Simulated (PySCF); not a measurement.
Orbital energies and ionisation energy

Compound: C4H7ClGe.
Geometry (PBE0-D3(BJ)/def2-SVP, Å), atoms numbered from 1 in this order:
```xyz
13
C4H7ClGe angstrom
Cl     3.386    0.286    1.775
C      2.239    0.385    0.375
C      1.465   -0.888    0.243
C      0.141   -0.890    0.463
C     -0.584    0.371    0.841
Ge     0.819    1.739    0.663
H      2.872    0.585   -0.501
H      2.002   -1.809   -0.006
H     -0.425   -1.825    0.379
H     -1.443    0.566    0.180
H     -0.984    0.306    1.867
H      0.617    2.609   -0.593
H      1.055    2.621    1.896
```

Level: CAM-B3LYP/def2-SVPD (PySCF). Frontier orbitals with their largest atomic shares (Löwdin; up to four atoms above 4 %):

| orbital | ε (eV) | main atoms |
| --- | --- | --- |
| HOMO−3 | -10.29 | C5 30 %, Ge6 25 %, C4 10 %, H12 10 % |
| HOMO−2 | -9.85 | Cl1 73 %, C2 13 %, H7 4 %, C3 4 % |
| HOMO−1 | -9.13 | Cl1 37 %, C2 17 %, C3 11 %, Ge6 11 % |
| HOMO | -8.82 | ? |
| LUMO | 0.57 | C4 25 %, Cl1 24 %, C3 17 %, C2 13 % |
| LUMO+1 | 1.00 | Ge6 38 %, H12 9 %, C4 8 %, C5 7 % |
| LUMO+2 | 1.21 | Ge6 33 %, Cl1 12 %, H12 11 %, C2 9 % |

**Question.** What vertical ionisation energy does ΔSCF give, and how far is −ε(HOMO) from it?

**Answer.** ΔSCF: 9.55 eV (921 kJ/mol; threshold wavelength 130 nm); ⟨S²⟩ of the doublet left behind is 0.756, against 0.75 for a pure doublet. −ε(HOMO) is 8.82 eV, 0.73 eV below it. For the exact functional −ε(HOMO) would equal the first vertical ionisation energy; CAM-B3LYP (range-separated hybrid) falls short of its own ΔSCF value by 8 %.

**Question.** On which atoms does the HOMO lie?

**Answer.** C3 (alkene CH carbon) 26 %, C4 (alkene CH carbon) 24 %, Cl1 (alkyl chlorine) 20 %, C5 (sp3 carbon bound to germanium) 9 %, so no atom holds as much as 40 %. The HOMO−1 lies 0.31 eV lower.

**Question.** What kinetic energy would electrons from this vertical process carry with 118.2 nm light (10.49 eV)?

**Answer.** 10.49 − 9.55 = 0.94 eV.

**Question.** What total energies stand behind the ΔSCF value?

**Answer.** E(N) = -2693.34906 Eh and E(N − 1) = -2692.99815 Eh at the same geometry, 0.35091 Eh apart.

**Question.** With α = 89.0 au, estimate the like-pair dispersion coefficient by London's formula C6 = (3/4)α²I.

**Answer.** I = 0.3509 Eh, so C6 ≈ 2080 au, a rough estimate.

**Question.** How many of the 10 lowest singlet excitations (vertical TDDFT, same level) lie below the ionisation energy?

**Answer.** All 10; they run from 6.00 to 7.97 eV.

Geometry: PBE0-D3(BJ)/def2-SVP, one conformer, isolated molecule. The calculation is non-relativistic, for germanium too.
